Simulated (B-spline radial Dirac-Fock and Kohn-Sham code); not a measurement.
Pm³⁺: eigenvalues, ΔSCF and the reference

System: promethium as Pm³⁺ in the configuration [Xe] 4f3 6p1 (not the ground configuration).

The density-functional columns are spherical, spin-unpolarised Dirac-Kohn-Sham results without Breit or QED terms: −ε is minus the orbital energy of the initial state and ΔSCF the difference of two total energies. The reference in the last column comes from relaxed Dirac-Fock hole states (ΔSCF) with Breit and QED corrections and a finite nucleus. All numbers are from a B-spline atomic structure program, in eV; a selection of levels is shown. For the 1s level of heavy atoms much of the gap between ΔSCF and the reference is the Breit and QED part, -184.2 eV here; for other levels the error of the functional can be larger.

```tsv
level	LDA −ε	LDA ΔSCF	Dirac-Fock
K (1s)	44972.8	45405.4	45234.2
L1 (2s)	7347.0	7427.3	7486.6
L2 (2p1/2)	6963.0	7063.7	7066.6
L3 (2p3/2)	6403.5	6495.3	6513.2
M1 (3s)	1637.9	1664.7	1708.8
M2 (3p1/2)	1472.8	1500.9	1529.4
M3 (3p3/2)	1360.4	1387.0	1416.2
M4 (3d3/2)	1072.1	1102.7	1108.0
M5 (3d5/2)	1047.7	1077.7	1084.2
N1 (4s)	360.5	373.3	394.4
N2 (4p1/2)	297.5	310.1	324.3
N3 (4p3/2)	272.5	284.7	299.3
N4 (4d3/2)	168.5	180.2	181.8
N5 (4d5/2)	164.0	175.6	177.4
N6,7 (4f)	42.98	53.07	50.06
O1 (5s)	77.15	84.39	87.10
O2 (5p1/2)	58.81	65.56	64.20
O3 (5p3/2)	54.74	61.24	60.11
P2,3 (6p)	19.53	22.27	21.31
```

Values without a named source are computed, but for edge energies of neutral atoms, which are taken from tables.
